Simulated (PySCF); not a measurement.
Work out the structure from these simulated measurements.

Formula: C3H3NOSe.

* Rotational structure: rotational constants A, B, C: 6.774, 1.765, 1.400 GHz [PBE0-D3(BJ)/def2-SVP]
* XPS: C1s 290.8, C1s 291.4, C1s 292.4, N1s 404.8, O1s 539.9 eV [ΔSCF SCAN, pcX-2 on the ionised atom, pcseg-1 elsewhere, spin-free X2C]
* Dipole: 3.26 D [B3LYP/def2-SVPD]
* NMR, other nuclei: isotropic shieldings of nuclei other than C and H, by class: -120 (1 N), 231 (1 O), 782 (1 Se) ppm [GIAO PBE0/pcSseg-1]
* 1H NMR: chemical shifts (computed TMS as zero) by class: 8.42 (1 H), 7.20 (1 H), 4.30 (1 H) ppm [GIAO PBE0/pcSseg-1]
* UV, strongest line: among the 10 lowest singlet transitions: S2 at 4.67 eV (265 nm, f = 0.098) [TDDFT B3LYP/def2-SVPD]
* 13C NMR: chemical shifts (computed TMS as zero) by class: 158.5 (1 C), 156.3 (1 C), 127.8 (1 C) ppm [GIAO PBE0/pcSseg-1]

Electronic properties: PySCF, gas phase, density fitting. Levels stand in brackets. Geometry: PBE0-D3(BJ)/def2-SVP, one conformer, isolated molecule. Relativistic effects, spin–orbit coupling among them, are left out (core-ionisation runs apart) although an element past zinc is present. NMR values are class means; diastereotopic atoms form classes of their own.

Question: What is the compound? Reason from the data.

Answer: Numbering: `[OH:1][c:2]1[cH:3][n:4][se:5][cH:6]1`. 3 carbons fall into 3 classes; from least to most shielded: aromatic CH next to a ring nitrogen [C3] (158.5 ppm), aromatic carbon bearing oxygen [C2] (156.3 ppm), aromatic CH carbon [C6] (127.8 ppm). Hydrogen classes from least to most shielded: 1 H on an aromatic CH next to a ring nitrogen, C3 (8.42 ppm), 1 H on an aromatic CH carbon, C6 (7.20 ppm), 1 H on a phenol-type oxygen, O1 (4.30 ppm). The other shieldings belong to: -120 ppm, pyridine-type nitrogen [N4]; 231 ppm, phenol-type oxygen [O1]; 782 ppm, selenium bonded to C and N [Se5]. The core levels belong to: C1s 290.8 eV, aromatic CH carbon [C6]; C1s 291.4 eV, aromatic CH next to a ring nitrogen [C3]; C1s 292.4 eV, aromatic carbon bearing oxygen [C2]; N1s 404.8 eV, pyridine-type nitrogen [N4]; O1s 539.9 eV, phenol-type oxygen [O1]. No core level of Se was computed. The optimised geometry has point group Cs and is an asymmetric top. Structure: `Oc1cn[se]c1`. The assignments are read from this structure; whether some other isomer fits the data as well wasn't checked. NMR values of atoms bound to Se lack the spin–orbit term that these neighbours bring.

Conformer computed: `[OH:1][c:2]1[cH:3][n:4][se:5][cH:6]1`: H–O1–C2–C3 180°.
